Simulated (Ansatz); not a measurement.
The first iterations of a band of CH4SiSn (7 atoms, charge 0, multiplicity 1).

These are results of RKS B3LYP-D4/def2-TZVP (Ansatz 0.2.0), not measurements.

| Property | Result |
| --- | --- |
| movable images | 5 |
| climbing image | yes |
| spring | 5.0 eV/Å² |
| optimiser | quadratic models (default) |
| start path | through a guess of the saddle point |
| force threshold | 0.05 eV/Å |
| iteration limit | 60 |
| end points | relaxed |

Initial state:

```xyz
7
Properties=species:S:1:pos:R:3
C -1.224 0.183 -0.552
Si -1.602 -1.260 -1.338
Sn 0.730 0.007 0.377
H -1.638 1.165 -0.362
H 1.767 1.204 -0.277
H 0.566 0.243 2.066
H 1.401 -1.543 0.085
```

Final state:

```xyz
7
Properties=species:S:1:pos:R:3
C -1.274 -0.080 -0.455
Si -1.254 0.561 -2.014
Sn 0.728 -0.004 0.381
H -1.958 -0.515 0.262
H 1.827 0.680 -0.742
H 0.702 0.954 1.802
H 1.230 -1.596 0.766
```

| iteration | highest image above the first end (eV) | largest band force component (eV/Å) |
| --- | --- | --- |
| 1 | 18.670 | 71.773 |
| 2 | 9.434 | 28.103 |
| 3 | 3.912 | 13.495 |
| 4 | 2.030 | 5.770 |
| 5 | 1.649 | 2.735 |
| 6 | 1.841 | 5.035 |
| 7 | 1.433 | 1.555 |
| 8 | 1.348 | 2.123 |
| 9 | 1.412 | 1.784 |
| 10 | 1.378 | 1.555 |
| 11 | 1.230 | 0.839 |
| 12 | 1.174 | 0.727 |
| 13 | 1.299 | 2.712 |
| 14 | 1.140 | 0.763 |
| 15 | 1.119 | 0.551 |
| 16 | 1.095 | 0.720 |
| 17 | 1.080 | 0.603 |

Problem. Does the band converge within its limit, and where does its top end?

Solution. It converged. It ended after 53 iterations with the highest image 0.065 eV above the first end. A vibrational analysis at the climbing image gives one clearly imaginary mode, 114i cm⁻¹: a first-order saddle point.

Time of the run: 11 min on 2 threads of Arm Neoverse V2, on a shared host, peak memory 0.31 GiB.
